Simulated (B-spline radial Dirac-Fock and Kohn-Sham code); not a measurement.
How the binding energies of Ba¹⁴⁺ add up

System: the Ba¹⁴⁺ ion in the configuration [Kr] 4d6; nuclear rms radius 4.8378 fm (A = 138).

Model: Dirac-Fock ΔSCF + Breit + QED. Program: a radial B-spline solver. Correlation energy is missing from these numbers. Energies are counted from the vacuum level.

All terms are in eV, carry their sign (relaxation lowers the binding energy) and add up to the binding energy; ⟨r⟩ is the mean radius of the orbital in the initial state.

| subshell | −ε (Koopmans) | relaxation | Breit | QED | binding energy | ⟨r⟩ (bohr) |
| --- | --- | --- | --- | --- | --- | --- |
| K | 37947.7 | -59.79 | -92.11 | -47.07 | 37748.7 | 0.026 |
| L1 | 6346.1 | -28.27 | -9.08 | -6.07 | 6302.6 | 0.109 |
| L2 | 5979.5 | -31.93 | -15.16 | 0.38 | 5932.8 | 0.092 |
| L3 | 5596.3 | -30.41 | -9.90 | -0.30 | 5555.7 | 0.098 |
| M1 | 1604.6 | -8.94 | -1.45 | -1.29 | 1593.0 | 0.290 |
| M2 | 1450.1 | -9.49 | -2.52 | 0.07 | 1438.2 | 0.280 |
| M3 | 1373.7 | -8.94 | -1.49 | -0.06 | 1363.2 | 0.291 |
| M4 | 1106.2 | -10.73 | -0.91 | 0.12 | 1094.7 | 0.263 |
| M5 | 1090.1 | -10.45 | -0.49 | 0.08 | 1079.3 | 0.266 |
| N1 | 536.3 | -1.50 | -0.31 | -0.30 | 534.2 | 0.653 |
| N2 | 474.9 | -1.46 | -0.53 | 0.02 | 473.0 | 0.669 |
| N3 | 457.4 | -1.34 | -0.30 | -0.01 | 455.8 | 0.690 |
| N4,5 | 359.0 | -1.20 | -0.08 | 0.02 | 357.7 | 0.732 |

For the deepest level, K (1s), the Breit terms make up -0.244 % of the binding energy, QED -0.125 % and orbital relaxation -0.158 %.

Going to the tabulated ground configuration of the next ion removes an electron from N4,5 (4d), computed at 357.7 eV. NIST lists 354 ± 3 eV as the ionisation energy of this species (theoretical), -3.72 eV from the computed value. Where a p, d or f shell is open in either ion the computed value averages over both j values and all terms, while the table refers to the lowest levels; that difference holds spin-orbit splitting (largest in heavy or highly charged ions), term energies where several electrons share open shells, and correlation, and it can reach 10 % or more.
